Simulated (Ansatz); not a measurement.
Molecular dynamics, step by step

H$_{4}$TeSe (SMILES [SeH2].[TeH2]), closed shell, PBE0-D4/def2-SVP (Ansatz 0.2.0). Settings (timestep in fs, temperature in K; T counts 12 degrees of freedom):

```yaml
hamiltonian: {xc: pbe0, dispersion: d4}
md: {n_steps: 60, timestep: 0.75, temperature: 300, ensemble: nve, seed: 209, initial_velocities: maxwell_boltzmann}
```

Start (the SMILES describes the start alone):

Se1  (-0.573, 0.052, -2.454)
H2  (-0.647, 0.092, -0.982)
H3  (0.893, 0.075, -2.414)
Te4  (-0.638, 0.130, 2.019)
H5  (0.789, 0.960, 1.888)
H6  (0.177, -1.308, 1.942)
(Å)

```tsv
step	time (fs)	potential energy less the start (meV)	kinetic energy (meV)	T (K)
0	0.00	0.0	155.1	300
4	3.00	54.3	102.1	197
8	6.00	53.3	103.0	199
12	9.00	5.7	149.5	289
16	12.00	72.1	84.7	164
20	15.00	13.2	142.0	275
24	18.00	55.0	101.2	196
28	21.00	73.0	83.4	161
32	24.00	18.7	136.5	264
36	27.00	77.0	79.7	154
40	30.00	34.5	120.9	234
44	33.00	48.7	107.2	207
48	36.00	85.8	70.7	137
52	39.00	28.7	126.7	245
56	42.00	71.4	84.9	164
60	45.00	53.3	102.5	198
```

Step 4, positions (Å) and forces (eV/Å):

```csv
atom,x,y,z,Fx,Fy,Fz
Se1,-0.573,0.052,-2.460,0.310,0.017,0.332
H2,-0.665,0.146,-0.976,-0.051,-0.025,-0.251
H3,0.906,0.016,-2.367,-0.261,0.002,-0.078
Te4,-0.639,0.130,2.023,0.741,-0.881,-0.066
H5,0.791,0.994,1.880,-0.168,-0.129,0.023
H6,0.243,-1.373,1.956,-0.569,1.016,0.040
```

Step 8, positions (Å) and forces (eV/Å):

| atom | x | y | z | Fx | Fy | Fz |
| --- | --- | --- | --- | --- | --- | --- |
| Se1 | -0.573 | 0.052 | -2.466 | 0.305 | 0.020 | 0.340 |
| H2 | -0.687 | 0.198 | -0.990 | -0.080 | -0.036 | -0.220 |
| H3 | 0.898 | -0.042 | -2.327 | -0.228 | 0.005 | -0.115 |
| Te4 | -0.639 | 0.130 | 2.026 | 0.795 | -0.788 | -0.063 |
| H5 | 0.781 | 1.019 | 1.874 | -0.231 | -0.177 | 0.034 |
| H6 | 0.263 | -1.357 | 1.973 | -0.562 | 0.976 | 0.025 |

Step 32, positions (Å) and forces (eV/Å):

| atom | x | y | z | Fx | Fy | Fz |
| --- | --- | --- | --- | --- | --- | --- |
| Se1 | -0.570 | 0.054 | -2.500 | -0.233 | 0.026 | -0.427 |
| H2 | -0.876 | 0.443 | -1.124 | 0.053 | -0.009 | 0.282 |
| H3 | 0.778 | -0.386 | -2.160 | 0.185 | -0.041 | 0.150 |
| Te4 | -0.638 | 0.127 | 2.046 | 0.094 | 0.038 | -0.007 |
| H5 | 0.682 | 1.130 | 1.860 | -0.065 | -0.041 | 0.022 |
| H6 | 0.368 | -1.200 | 2.055 | -0.034 | 0.028 | -0.020 |

Last step (60):

| atom | x (Å) | y (Å) | z (Å) |
| --- | --- | --- | --- |
| Se1 | -0.5670 | 0.0570 | -2.5404 |
| H2 | -0.9799 | 0.5510 | -1.2013 |
| H3 | 0.5178 | -0.7406 | -1.9177 |
| Te4 | -0.6369 | 0.1253 | 2.0697 |
| H5 | 0.5478 | 1.2554 | 1.8966 |
| H6 | 0.4667 | -1.0462 | 2.0725 |

Hardware: 4 CPU threads of an AMD EPYC 9R45, shared host. Wall time about 26 s.
